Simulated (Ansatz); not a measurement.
Total energies of B(CNMe)H3 (C₂H₆BN) from Ansatz at PBE0-D4/def2-TZVP, gas phase (1 Eh = 27.2114 eV = 2625.5 kJ/mol). The reference geometry is relaxed at r2SCAN-D4/def2-SVP.

```csv
atom,x (Å),y (Å),z (Å)
B1,-1.492,-1.394,0.387
C2,-0.389,-0.365,0.101
N3,0.452,0.419,-0.116
C4,1.461,1.365,-0.378
H5,1.143,2.360,-0.033
H6,1.663,1.411,-1.459
H7,2.386,1.084,0.146
H8,-1.071,-2.473,-0.012
H9,-2.481,-1.022,-0.233
H10,-1.671,-1.383,1.598
```

```csv
state,geometry,energy (Eh)
charge 0 singlet,reference,-159.24191
charge 1 doublet,reference,-158.86064
charge 1 doublet,relaxed at r2SCAN-D4/def2-SVP,-158.91028
free B atom (doublet),–,-24.61828
free C atom (triplet),–,-37.80537
free N atom (quartet),–,-54.54382
free H atom (doublet),–,-0.50104
```

(1) Work out the vertical ionisation energy to the doublet.

(2) How much does the charge 1 doublet relax, and what is the adiabatic ionisation energy?

(3) What is the binding energy per atom against free atoms?

(1) E(charge 1 doublet) − E(charge 0 singlet) = -158.86064 − (-159.24191) = 0.38127 Eh = 10.37 eV. For comparison, −ε of the highest occupied level is 8.09 eV at this level, 2.28 eV less.

(2) Relaxation: -158.86064 − (-158.91028) = 0.04964 Eh = 1.35 eV. Adiabatic ionisation energy: 0.33163 Eh = 9.02 eV, without zero-point energy. 

(3) Atoms: 1 × (-24.61828) + 2 × (-37.80537) + 1 × (-54.54382) + 6 × (-0.50104) = -157.77908 Eh. Binding: -157.77908 − (-159.24191) = 1.46283 Eh = 39.81 eV, or 3.98 eV for each of 10 atoms (no zero-point energy, no counterpoise term).
